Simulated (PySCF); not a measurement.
## Correlation energy of Au (gold, neutral)

[Xe] 4f14 5d10 6p1, 2P determinant (an excited configuration). All numbers are calculated (PySCF 2.14, a scalar-relativistic core potential, in aug-cc-pwCVDZ-PP with ECP60MDF). Frozen: 5s2 5p6; 11 electrons correlated.

```csv
level,correlation energy (mhartree)
CCSD,-301.62
(T),-9.81
CCSD(T),-311.43
```

Diagnostics: T1 = 0.026, D1 = 0.1072, largest double amplitude 0.039.

Spin-orbit coupling, absent here, splits the open shell strongly.

Cost of the coupled-cluster step: roughly 22 core-seconds, for 11 correlated electrons.

Iterations:

```
CC2 = 0
CCSD nocc = (np.int64(6), np.int64(5)), nmo = (66, 66)
frozen orbitals [[0, 1, 2, 3], [0, 1, 2, 3]]
max_cycle = 100
direct = 0
conv_tol = 1e-08
conv_tol_normt = 1e-06
diis_space = 8
diis_start_cycle = 0
Init t2, MP2 energy = -0.320426312685365
Init E_corr(UCCSD) = -0.320426312690969
cycle = 1  E_corr(UCCSD) = -0.294387970163428  dE = 0.0260383425  norm(t1,t2) = 0.0673739
cycle = 2  E_corr(UCCSD) = -0.300072716585732  dE = -0.00568474642  norm(t1,t2) = 0.0286446
cycle = 3  E_corr(UCCSD) = -0.300438446417697  dE = -0.000365729832  norm(t1,t2) = 0.0193599
cycle = 4  E_corr(UCCSD) = -0.30150886912416  dE = -0.00107042271  norm(t1,t2) = 0.00801716
cycle = 5  E_corr(UCCSD) = -0.301527290963326  dE = -1.84218392e-05  norm(t1,t2) = 0.00418158
cycle = 6  E_corr(UCCSD) = -0.301502824902061  dE = 2.44660613e-05  norm(t1,t2) = 0.0029835
cycle = 7  E_corr(UCCSD) = -0.301632051198457  dE = -0.000129226296  norm(t1,t2) = 0.00186313
cycle = 8  E_corr(UCCSD) = -0.301644031257889  dE = -1.19800594e-05  norm(t1,t2) = 0.00106347
cycle = 9  E_corr(UCCSD) = -0.301614079585266  dE = 2.99516726e-05  norm(t1,t2) = 0.000437724
cycle = 10  E_corr(UCCSD) = -0.301618021614014  dE = -3.94202875e-06  norm(t1,t2) = 0.00021693
cycle = 11  E_corr(UCCSD) = -0.301619216902678  dE = -1.19528866e-06  norm(t1,t2) = 0.00013874
cycle = 12  E_corr(UCCSD) = -0.301617885043393  dE = 1.33185929e-06  norm(t1,t2) = 7.63866e-05
cycle = 13  E_corr(UCCSD) = -0.301619148104542  dE = -1.26306115e-06  norm(t1,t2) = 4.12804e-05
cycle = 14  E_corr(UCCSD) = -0.301619204259452  dE = -5.61549099e-08  norm(t1,t2) = 2.05794e-05
cycle = 15  E_corr(UCCSD) = -0.301619307171804  dE = -1.02912352e-07  norm(t1,t2) = 1.11412e-05
cycle = 16  E_corr(UCCSD) = -0.301619275214494  dE = 3.195731e-08  norm(t1,t2) = 6.31355e-06
cycle = 17  E_corr(UCCSD) = -0.301619141290277  dE = 1.33924218e-07  norm(t1,t2) = 3.08985e-06
cycle = 18  E_corr(UCCSD) = -0.3016191225076  dE = 1.87826763e-08  norm(t1,t2) = 1.12416e-06
cycle = 19  E_corr(UCCSD) = -0.301619124711741  dE = -2.20414104e-09  norm(t1,t2) = 4.18394e-07
UCCSD converged
E(UCCSD) = -134.9273373911669  E_corr = -0.3016191247117412
UCCSD(T) correction = -0.00980748939373593
```
